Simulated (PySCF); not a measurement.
Two species compared at the same levels of theory.

First species: C6H9GaN2.
SMILES: `[H]/N=C\c1ccc[n+]([GaH3-])c1`

Second species: C6H9GaN2.
SMILES: `[H]/N=[CH]\[GaH2-][n+]1ccccc1`

Levels: B3LYP/def2-SVPD for dipole moment, HOMO energy, LUMO energy, HOMO–LUMO gap, static isotropic polarisability and electronic spatial extent ⟨r²⟩ about the centre of nuclear charge; TDDFT B3LYP/def2-SVPD for lowest singlet excitation; TDA B3LYP/def2-SVPD for lowest triplet excitation (Tamm–Dancoff); ΔSCF B3LYP/def2-SVPD for vertical ionisation energy and vertical electron affinity; PBE0-D3(BJ)/def2-SVP for rotational constant A and rotational constant C. Geometries: PBE0-D3(BJ)/def2-SVP. Each species is one conformer at its optimised geometry, gas phase, non-relativistic unless stated. Electronic properties by PySCF.

Dipoles, sizes and rotational constants follow the conformer. The torsions of the flexible species, by atom-mapped SMILES:
- `[H]/[N:1]=[CH:2]\[c:3]1[cH:4][cH:5][cH:6][n+:7]([GaH3-:8])[cH:9]1`: N1–C2–C3–C4 -1°
- `[H]/[N:1]=[CH:2]\[GaH2-:3][n+:4]1[cH:5][cH:6][cH:7][cH:8][cH:9]1`: N1–C2–Ga3–N4 -104°, C2–Ga3–N4–C5 -90°

Problem. Which of the two has the higher rotational constant A, and by how much?

Solution. The first: 2.732 GHz against 2.356 GHz, a difference of 0.376 GHz.

Problem. Which has the higher S1 energy?

Solution. The first: 3.64 eV against 2.74 eV, a difference of 0.90 eV.

Problem. Which has the higher vertical electron affinity?

Solution. The first: 1.12 eV against 0.46 eV, a difference of 0.66 eV.

Problem. Which has the higher T1 energy?

Solution. The first: 3.43 eV against 2.60 eV, a difference of 0.83 eV.

Problem. Which of the two has the higher static isotropic polarisability, and by how much?

Solution. The first: 122.4 au against 117.7 au, a difference of 4.7 au.

Problem. Which of the two has the higher ⟨r²⟩, and by how much?

Solution. The first: 2290 bohr² against 1899 bohr², a difference of 391 bohr².

Problem. Which of the two has the higher dipole moment, and by how much?

Solution. The second: 7.62 D against 5.41 D, a difference of 2.21 D.

Problem. Which has the higher HOMO energy?

Solution. The second: -5.70 eV against -7.19 eV, a difference of 1.49 eV.

On the first: The ΔSCF ionisation energy exceeds −ε(HOMO) by 2.13 eV with B3LYP. The polarisability is 18.14 Å³ as a volume (1 au = 0.148185 Å³), or 1.36 au for each of the 90 electrons. Relativistic effects, spin–orbit coupling among them, are left out although an element past zinc is present.

On the second: The 10 singlets span 2.74 to 5.59 eV, and their oscillator strengths add up to 0.10. From the two ΔSCF values, the fundamental gap I − A is 7.48 eV and the Mulliken electronegativity (I + A)/2 is 4.20 eV. The calculation is non-relativistic and has no spin–orbit coupling, an omission that weighs most on gallium.
